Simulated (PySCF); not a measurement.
Compound: C6H9NO.
SMILES with atom numbers: `[CH2:1]=[CH:2]/[CH:3]=[CH:4]/[NH:5][C:6]([CH3:7])=[O:8]` (hydrogens: H9, H10 on C1; H11 on C2; H12 on C3; H13 on C4; H14 on N5; H15, H16, H17 on C7)

The same species was optimised twice, with GFN2-xTB and with PBE0-D3(BJ)/def2-SVP (PySCF), and the same property calculations (PySCF, gas phase) were run on both structures.

| coordinate | GFN2-xTB | PBE0-D3(BJ)/def2-SVP | change |
| --- | --- | --- | --- |
| C1=C2 (Å) | 1.331 | 1.342 | +0.011 |
| N5–C6 (Å) | 1.370 | 1.381 | +0.011 |
| C3=C4 (Å) | 1.337 | 1.347 | +0.010 |
| C2–C3 (Å) | 1.440 | 1.447 | +0.007 |
| C6–C7 (Å) | 1.513 | 1.509 | -0.004 |
| C6=O8 (Å) | 1.208 | 1.210 | +0.002 |
| C4–N5 (Å) | 1.382 | 1.380 | -0.002 |
| N5–C6–C7 (°) | 112.9 | 114.3 | +1.4 |
| C3–C4–N5 (°) | 123.7 | 125.0 | +1.3 |
| C1–C2–C3 (°) | 123.8 | 125.0 | +1.2 |
| C4–N5–C6 (°) | 123.8 | 122.8 | -1.0 |
| N5–C6–O8 (°) | 122.8 | 122.0 | -0.8 |
| C7–C6–O8 (°) | 124.4 | 123.7 | -0.7 |
| C2–C3–C4 (°) | 123.3 | 122.9 | -0.4 |
| C1–C2–C3–C4 (°) | 180 | 180 | 0 |
| C3–C4–N5–C6 (°) | 180 | 179 | -1 |
| C4–N5–C6–C7 (°) | -179 | 180 | -1 |

Rotational constants: A = 8292, B = 754.2, C = 694.4 MHz (GFN2-xTB) against A = 8389, B = 745.8, C = 687.9 MHz (PBE0-D3(BJ)/def2-SVP).

On the GFN2-xTB structure: lowest singlet, TDDFT (eV) 5.13 [CAM-B3LYP/def2-SVPD]; lowest triplet, Tamm–Dancoff (eV) 2.98 [CAM-B3LYP/def2-SVPD]; isotropic polarisability (au) 98.6 [CAM-B3LYP/def2-SVPD]; HOMO (eV) -7.33 [CAM-B3LYP/def2-SVPD]; LUMO (eV) 0.14 [CAM-B3LYP/def2-SVPD]; dipole (D) 3.62 [CAM-B3LYP/def2-SVPD]; HOMO (eV) -6.10 [PBE0/pcSseg-1]; LUMO (eV) -0.84 [PBE0/pcSseg-1]; dipole (D) 3.51 [PBE0/pcSseg-1]; GIAO shielding of C1 (ppm) 67.7 [PBE0/pcSseg-1]; GIAO shielding of C2 (ppm) 43.9 [PBE0/pcSseg-1]; GIAO shielding of C3 (ppm) 70.5 [PBE0/pcSseg-1]; GIAO shielding of C4 (ppm) 53.0 [PBE0/pcSseg-1]; GIAO shielding of N5 (ppm) 104.3 [PBE0/pcSseg-1]; GIAO shielding of C6 (ppm) 20.1 [PBE0/pcSseg-1]; GIAO shielding of C7 (ppm) 162.4 [PBE0/pcSseg-1]; GIAO shielding of O8 (ppm) -114.0 [PBE0/pcSseg-1].

Question: What do these properties become on the PBE0-D3(BJ)/def2-SVP structure?

Answer: 
```
                                    property                level  on GFN2-xTB  on PBE0-D3(BJ)/def2-SVP  change
                  lowest singlet, TDDFT (eV)  CAM-B3LYP/def2-SVPD         5.13                     5.05   -0.08
           lowest triplet, Tamm–Dancoff (eV)  CAM-B3LYP/def2-SVPD         2.98                     2.90   -0.08
               isotropic polarisability (au)  CAM-B3LYP/def2-SVPD         98.6                    100.6    +2.0
                                   HOMO (eV)  CAM-B3LYP/def2-SVPD        -7.33                    -7.28   +0.05
                                   LUMO (eV)  CAM-B3LYP/def2-SVPD         0.14                     0.10   -0.04
                                  dipole (D)  CAM-B3LYP/def2-SVPD         3.62                     3.65   +0.03
energy, GFN2-xTB geometry as zero (kcal/mol)  CAM-B3LYP/def2-SVPD          0.0                     -0.7    -0.7
                                   HOMO (eV)        PBE0/pcSseg-1        -6.10                    -6.06   +0.04
                                   LUMO (eV)        PBE0/pcSseg-1        -0.84                    -0.88   -0.04
                                  dipole (D)        PBE0/pcSseg-1         3.51                     3.56   +0.05
energy, GFN2-xTB geometry as zero (kcal/mol)        PBE0/pcSseg-1          0.0                     -0.4    -0.4
                  GIAO shielding of C1 (ppm)        PBE0/pcSseg-1         67.7                     65.2    -2.5
                  GIAO shielding of C2 (ppm)        PBE0/pcSseg-1         43.9                     41.1    -2.8
                  GIAO shielding of C3 (ppm)        PBE0/pcSseg-1         70.5                     70.0    -0.5
                  GIAO shielding of C4 (ppm)        PBE0/pcSseg-1         53.0                     50.8    -2.2
                  GIAO shielding of N5 (ppm)        PBE0/pcSseg-1        104.3                    103.3    -1.0
                  GIAO shielding of C6 (ppm)        PBE0/pcSseg-1         20.1                     18.7    -1.4
                  GIAO shielding of C7 (ppm)        PBE0/pcSseg-1        162.4                    161.0    -1.4
                  GIAO shielding of O8 (ppm)        PBE0/pcSseg-1       -114.0                   -123.7    -9.7
```

The heavy atoms differ by 0.045 Å rms after alignment. Among bonds between heavy atoms C1=C2, C3=C4 and N5–C6 change most and about equally (+0.010 to +0.011 Å). Changes are differences of the printed values. Neither structure is proved a minimum here.

The values belong to the conformer `[CH2:1]=[CH:2]/[CH:3]=[CH:4]/[NH:5][C:6]([CH3:7])=[O:8]`: C1–C2–C3–C4 180°, C3–C4–N5–C6 179°, C4–N5–C6–C7 180°.
